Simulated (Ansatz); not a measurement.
Basis sets compared for Sr4. The state is a singlet with charge 0. Geometry PBE0/def2-TZVP. Ansatz on 4 threads of Arm Neoverse N1 on a shared host; times are rough, and most runs start from earlier orbitals.

```xyz
4

Sr   -2.3745    0.3217    0.8832
Sr    0.9369   -2.2136    0.8651
Sr    1.4721    1.9256    0.8060
Sr   -0.0345   -0.0336   -2.5543
```

In the def2 sets Sr takes a core potential; there is no spin–orbit coupling. The structure comes from a short search, and lower isomers may exist.

Binding counts from free atoms (Sr singlet) in the same basis, without a counterpoise term.

| level | functions | energy (Eh) | HOMO (eV) | LUMO (eV) | binding per atom (eV) | wall time |
| --- | --- | --- | --- | --- | --- | --- |
| PBE/def2-SVP | 92 | -122.7641 | -3.19 | -2.19 | 0.48 | 2.2 s |
| PBE/def2-TZVP | 132 | -122.8077 | -3.19 | -2.18 | 0.49 | 2.4 s |
| r2SCAN/def2-TZVP (with forces) | 132 | -122.8321 | -3.23 | -2.15 | 0.53 | 7.5 s |
| PBE0/def2-SVP | 92 | -122.7359 | -3.64 | -1.66 | 0.44 | 1.9 s |
| PBE0/def2-TZVP | 132 | -122.7768 | -3.63 | -1.65 | 0.45 | 2.6 s |

Q: Estimate the rows for PBE/def2-TZVPD, r2SCAN/def2-TZVPD, PBE0/def2-TZVPD.

A: 
| level | functions | energy (Eh) | HOMO (eV) | LUMO (eV) | binding per atom (eV) | wall time |
| --- | --- | --- | --- | --- | --- | --- |
| PBE/def2-TZVPD | 132 | -122.8077 | -3.19 | -2.18 | 0.49 | 2.4 s |
| r2SCAN/def2-TZVPD | 132 | -122.8321 | -3.23 | -2.15 | 0.53 | 7 s |
| PBE0/def2-TZVPD | 132 | -122.7768 | -3.63 | -1.65 | 0.45 | 2.2 s |
